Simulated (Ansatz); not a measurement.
Consider the redistribution: `[NH2][Y]([NH2])[Cl]` + `[F][Zr]([Cl])([Cl])[Cl]` → `[NH2][Y]([Cl])[Cl]` + `[NH2][Zr]([F])([Cl])[Cl]`.

Isolated molecules relaxed with PBE0-D4/def2-TZVP in Ansatz; ΔE leaves out vibrations. CCSD(T)/CBS is the MP2 limit (def2-TZVPP, def2-QZVPP) plus CCSD(T) − MP2 in def2-TZVPP, frozen cores. Functionals use def2-TZVPP. B3LYP here is the variant with VWN-RPA as its local correlation; programs differ in this. HSE06 is defined as in plane-wave codes. Elements past krypton have def2 core potentials. For Y, Zr outer-core shells are correlated without core-valence functions, which leaves a few kJ/mol of doubt a bond. Each species was taken in one conformer, which may not be the lowest.

| level | ΔE (kcal/mol) | difference from CCSD(T)/CBS |
| --- | --- | --- |
| LDA (SPW92) | -10.3 | 1.3 |
| PBE-D4 | -10.2 | 1.4 |
| revPBE-D4 | -10.2 | 1.4 |
| r2SCAN-D4 | -11.1 | 0.5 |
| B97M-V | -11.0 | 0.6 |
| PBE0-D4 | -11.6 | 0.0 |
| B3LYP-D4 | -11.3 | 0.3 |
| r2SCANh-D4 | -11.5 | 0.1 |
| r2SCAN0-D4 | -12.1 | -0.5 |
| HSE06-D4 | -11.5 | 0.1 |
| BHLYP-D4 | -12.7 | -1.1 |
| CAM-B3LYP-D4 | -12.1 | -0.5 |
| ωB97X-V | -12.3 | -0.7 |
| ωB97M-V | -11.9 | -0.3 |
| B2PLYP | -11.2 | 0.4 |
| PBE-QIDH | -11.9 | -0.3 |
| PBE | -10.2 | 1.4 |
| revPBE | -10.2 | 1.4 |
| r2SCAN | -11.1 | 0.5 |
| PBE0 | -11.6 | 0.0 |
| B3LYP | -11.3 | 0.3 |
| r2SCANh | -11.5 | 0.1 |
| r2SCAN0 | -12.1 | -0.5 |
| CAM-B3LYP | -12.1 | -0.5 |
| LC-ωPBE | -12.8 | -1.2 |
| RPA@PBE/def2-TZVPP | -10.4 | 1.2 |
| HF/def2-SVP | -17.8 | -6.2 |
| MP2/def2-SVP | -13.2 | -1.6 |
| CCSD/def2-SVP | -14.1 | -2.5 |
| CCSD(T)/def2-SVP | -13.3 | -1.7 |
| HF/def2-TZVPP | -14.8 | -3.2 |
| MP2/def2-TZVPP | -10.9 | 0.7 |
| SCS-MP2/def2-TZVPP | -11.3 | 0.3 |
| CCSD(T)/def2-TZVPP | -11.3 | 0.3 |
| HF/def2-QZVPP | -14.5 | -2.9 |
| MP2/def2-QZVPP | -10.9 | 0.7 |
| SCS-MP2/def2-QZVPP | -11.4 | 0.2 |
| HF/CBS(def2) | -14.5 | -2.9 |
| MP2/CBS(def2) | -11.2 | 0.4 |
| CCSD/CBS(def2) | -12.4 | -0.8 |
| CCSD(T)/CBS | -11.6 | 0 |

Task: What do rigid-rotor, harmonic-oscillator terms from PBE0-D4/def2-TZVP frequencies (298.15 K, 1 bar) make of the CCSD(T)/CBS value? (An estimate is asked.)

Result: The calculation gave: ΔZPE = +0.1 kcal/mol, ΔH = -11.5 kcal/mol, ΔS = 16 J/(mol·K), ΔG = -12.6 kcal/mol. Modes under 50 cm⁻¹ make the entropy rough.

Largest T1 diagnostic among the species: 0.016.

From PBE to PBE0 (25 % exact exchange), in def2-TZVPP and without D4, ΔE moves by −1.4 kcal/mol. In def2-TZVPP, CCSD(T) changes the Hartree–Fock value by +3.5 kcal/mol (the triples alone add +0.8 kcal/mol) and MP2 by +4.0 kcal/mol. Leaving LDA and LC-ωPBE aside and taking each functional with its dispersion term where it has one, the values spread over 2.6 kcal/mol, from BHLYP-D4 to PBE-D4.
